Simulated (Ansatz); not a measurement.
`[CH3][Al-]1([F])[O]C(C(F)(F)F)=CC(C(F)(F)F)=[O+]1`, relaxed with RKS PBE0-D4/def2-TZVP in the Gaussian-basis code of Ansatz from a PBE-D4/def2-SVP geometry. The force threshold is 0.005 eV/Å; the program also tests the step.

The species carries charge 0 and has multiplicity 1.

Start:

```xyz
20

C    -2.452    2.259    0.081
Al   -0.579    1.772    0.181
F     0.644    2.903    0.437
O     0.003    0.742   -1.283
C     0.645   -0.360   -1.226
C     1.104   -0.890   -2.599
F     0.026   -1.187   -3.347
F     1.858   -2.002   -2.478
F     1.824    0.047   -3.236
C     0.919   -1.103   -0.064
C     0.433   -0.676    1.184
C     0.666   -1.547    2.435
F     1.430   -2.623    2.159
F    -0.518   -1.977    2.909
F     1.274   -0.825    3.389
O    -0.234    0.389    1.410
H    -3.112    1.384   -0.092
H    -2.785    2.749    1.020
H    -2.630    2.980   -0.744
H     1.483   -2.038   -0.137
```

(1) By how much does the energy fall, and how many steps does the optimiser take? (Estimate.)

(2) Which bonds change most? (An estimate is asked.)

(3) Give the relaxed structure. (Estimate.)

Results:

(1) Ansatz gave: 0.13 eV, in 13 steps.

(2) Ansatz gave: Al2–O4 from 1.883 to 1.847 Å; Al2–O16 from 1.882 to 1.847 Å; Al2–F3 from 1.685 to 1.655 Å; C11–O16 from 1.277 to 1.259 Å.

(3) Computed: 
```xyz
20

C    -2.429    2.213    0.078
Al   -0.561    1.746    0.179
F     0.629    2.870    0.428
O     0.015    0.740   -1.259
C     0.635   -0.354   -1.206
C     1.094   -0.869   -2.578
F     0.033   -1.078   -3.352
F     1.771   -2.011   -2.478
F     1.875    0.032   -3.161
C     0.901   -1.099   -0.065
C     0.430   -0.662    1.166
C     0.662   -1.519    2.419
F     1.370   -2.612    2.148
F    -0.510   -1.895    2.924
F     1.313   -0.814    3.335
O    -0.215    0.396    1.389
H    -3.063    1.337   -0.091
H    -2.771    2.691    1.000
H    -2.620    2.917   -0.737
H     1.442   -2.027   -0.139
```
